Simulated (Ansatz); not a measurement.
C2HF3N, charge +1, singlet, at a GFN2-xTB geometry; Ansatz (a first-principles code) with PBE0/6-31G*.

Here is a job for Ansatz.
Ansatz 0.2 input:
```yaml
crystal:
  periodic: [false, false, false]
  atoms:
    - {symbol: C, position_ang: [-0.00357870, -0.00388384, -0.43701688]}
    - {symbol: C, position_ang: [0.00895947, 0.00972339, 1.09409525]}
    - {symbol: F, position_ang: [0.00349931, 1.23991186, -0.85620868]}
    - {symbol: F, position_ang: [1.06817651, -0.64032281, -0.84821731]}
    - {symbol: F, position_ang: [-1.09243569, -0.62211898, -0.83068599]}
    - {symbol: N, position_ang: [0.01827385, 0.01983196, 2.23153038]}
    - {symbol: H, position_ang: [0.02663717, 0.02890836, 3.25282500]}
basis:
  gaussian:
    orbitals: 6-31G*
hamiltonian:
  xc: pbe0
total_charge: 1
accuracy: high
```

Output, abridged:

```
Functional definition: PBE0
1956 factors; integrals over basis functions are off by at most 3.4e-9 eV
mean field evaluation 1: about -11702.7264 eV, gradient 6.5e1 eV
mean field evaluation 2: about -11696.9973 eV, gradient 9.0e1 eV
mean field evaluation 4: about -11708.7090 eV, gradient 6.1e0 eV
mean field evaluation 8: about -11708.8835 eV, gradient 7.4e-2 eV
mean field evaluation 16: about -11708.8835 eV, gradient 1.2e-5 eV
mean field -11708.88349435 eV, -430.2935318510 hartree, gradient 1.5e-8 eV, S^2 0.000000; 0 other end points of the search recorded, 0 dependent functions left out
reference -11708.88349550 eV, -430.2935318935 hartree; 23, 23 occupied and 69, 69 virtual orbitals, 1956 factors
Total energy: -11708.88349550 eV, -430.2935318935 hartree
```
